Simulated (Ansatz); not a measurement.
Molecule: sum formula H2SiO2F2, net charge 0, singlet state. SMILES: O[Si](O)(F)F
Structure (B3LYP-D3(BJ)/def2-TZVP (Ansatz, a first-principles code) minimum search):
```
Si
F 1 1.5887
F 1 1.5887 2 104.90
O 1 1.6135 2 112.18 3 119.57
H 4 0.9598 1 119.56 2 -83.67
O 1 1.6135 2 110.15 3 -120.91
H 6 0.9598 1 119.56 2 32.78
```
Charge 0, spin multiplicity 1.

Quantity: vertical triplet-singlet gap (E(triplet) - E(singlet); each state is the SCF solution reached for its spin), in kcal/mol. Valence correlation only, unless marked. UHF or UKS for open shells. No spin-orbit coupling. Non-relativistic. CBS marks a two-point X^-3 extrapolation of the correlation energy; Hartree-Fock from the larger set.

CCSD(T)/CBS(aug-cc-pV(T+d)Z,aug-cc-pV(Q+d)Z) (Ansatz) gives 198.6 kcal/mol.

### Question
Another calculation gave 187.8 kcal/mol. Which level was it?
A) PBE0/def2-TZVPD (Ansatz)
B) r2SCAN/def2-TZVPD (Ansatz)
C) PBE/def2-TZVPD (Ansatz)
D) SVWN5/def2-TZVPD (Ansatz)

### Answer
A, PBE0/def2-TZVPD (Ansatz). The others give 172.9 (SVWN5), 170.1 (PBE), 181.6 (r2SCAN) kcal/mol.
